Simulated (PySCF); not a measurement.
## Structure from 2D NMR

Compound of formula C6H6O2Si. Correlations simulated from computed shifts and the bond graph:

HSQC (one-bond C–H):
```
   δH     δC
10.59  205.7
 4.16   57.5
 3.19   37.0
 2.45   91.3
```

COSY cross peaks (H two or three bonds apart, from the bond graph; peaks can be absent where the dihedral angle is near 90°):
```
   δH    δH
10.59  3.19
 5.53  5.29
 5.53  3.19
 5.29  3.19
 4.16  3.19
```

HMBC (two and three bonds, from the bond graph):
```
   δH                              δC
10.59                      57.5, 37.0
 5.53        226.2, 205.7, 57.5, 37.0
 5.29        226.2, 205.7, 57.5, 37.0
 4.16  226.2, 205.7, 91.3, 78.5, 37.0
 3.19        226.2, 205.7, 78.5, 57.5
 2.45                      78.5, 57.5
```

Carbons without hydrogens: δ 226.2, 78.5.

PySCF 2.14.0 with density-fitted response routines calculation with GFN2-xTB structure and shielding tensors at PBE0/pcSseg-1 (GIAO); in vacuum, a single conformation, non-relativistic Hamiltonian.

Scale: ¹H, ¹³C vs TMS (reference shieldings calculated alike).

Exchangeable hydrogens are left out of these lists.

**Question.** Work out the connectivity.

**Answer.** SMILES C#C[C@@H]1C(=O)[SiH2][C@@H]1C=O.

Mapped SMILES: `[CH:1]#[C:2][C@@H:3]1[C:4](=[O:5])[SiH2:6][C@@H:7]1[CH:8]=[O:9]` (H(Xn): hydrogen on atom n). Ha(Si6) is cis to C2 on the ring; Hb(Si6) is trans to C2 on the ring.

1. δC 226.2 is C4, a carbonyl carbon.
2. δC 205.7 is C8, an aldehyde carbonyl carbon (δH 10.59).
3. δC 91.3 is C1, a terminal alkyne carbon (δH 2.45).
4. δC 78.5 is C2, an alkyne carbon.
5. δC 57.5 is C3, an sp3 CH α to a carbonyl (δH 4.16).
6. δC 37.0 is C7, an sp3 CH bonded to Si, α to a carbonyl (δH 3.19).
7. HMBC from δH 5.53 reaches the proton-free carbon C4.
8. HMBC from δH 5.29 reaches the proton-free carbon C4.
9. HMBC from δH 4.16 reaches the proton-free carbons C4, C2.
10. HMBC from δH 3.19 reaches the proton-free carbons C4, C2.
11. COSY links 10.59–3.19, 5.53–5.29, 5.53–3.19, 5.29–3.19, 4.16–3.19.

The shifts were computed for this structure.

Shifts are as computed. Against solution values, carbons near 30 ppm lie about +3 ppm off and those near 130 ppm about +5 ppm. Of 1211 compounds with measured shifts, 218 miss one by over three times the rms of a fit or turn the order of signals round; such compounds aren't used in these exercises.
